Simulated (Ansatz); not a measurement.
A run on HI3Si, SMILES `I[SiH](I)I` with other settings.

```yaml
crystal:
  periodic: [false, false, false]
  atoms:
    - {symbol: I, position_ang: [-1.833381, -0.200944, 2.316152]}
    - {symbol: Si, position_ang: [0.087960, 0.169145, -0.001008]}
    - {symbol: I, position_ang: [2.390602, -1.794669, 0.197093]}
    - {symbol: I, position_ang: [-1.358503, -0.144877, -2.648080]}
    - {symbol: H, position_ang: [0.775574, 1.879221, 0.084217]}
basis:
  gaussian: {orbitals: def2-TZVP}
magnetization: {spin_polarized: true, initial_magnetization: 2}
hamiltonian: {xc: {name: wB97X}}
output: {forces: true}
```

```sh
$ ansatz run in.yaml --threads 4 --pin off --events-out ev --progress --plain --max-ram 10444MiB
```

Shortened log:

```
Functional definition: wB97X
1463 factors; their error is unknown
289 factors; integrals over basis functions are off by at most 7.4e-5 eV
mean field evaluation 1: about -32196.2974 eV, gradient 1.1e1 eV
mean field evaluation 2: about -32196.5540 eV, gradient 1.3e1 eV
mean field evaluation 4: about -32197.4657 eV, gradient 7.2e-1 eV
mean field evaluation 8: about -32197.5059 eV, gradient 1.1e-1 eV
mean field evaluation 16: about -32198.0544 eV, gradient 7.2e-3 eV
mean field evaluation 32: about -32198.5030 eV, gradient 4.0e-6 eV
mean field -32198.50304330 eV, -1183.2731619120 hartree, gradient 5.3e-9 eV, S^2 2.073343; 6 other end points of the search recorded, 0 dependent functions left out
reference -32198.50300990 eV, -1183.2731606846 hartree; 46, 44 occupied and 147, 149 virtual orbitals, 1463 factors
Total energy: -32198.50300990 eV, -1183.2731606846 hartree
Atom 0 at    -1.833381    -0.200944     2.316152 Å, force     1.246589     0.250445    -1.346039 eV/Å
Atom 1 at     0.087960     0.169145    -0.001008 Å, force    -1.272011     2.033392    -0.098240 eV/Å
Atom 2 at     2.390602    -1.794669     0.197093 Å, force     0.003991     0.076601     0.001242 eV/Å
Atom 3 at    -1.358503    -0.144877    -2.648080 Å, force     0.968173     0.217583     1.562964 eV/Å
Atom 4 at     0.775574     1.879221     0.084217 Å, force    -0.946742    -2.578021    -0.119927 eV/Å
Dipole moment:     1.035491    -0.299171     0.095621 e Å
```

Hardware: 4 threads of an Intel Xeon 6975P-C on a shared host. Wall time 56 s, peak host memory 1.3 GiB.
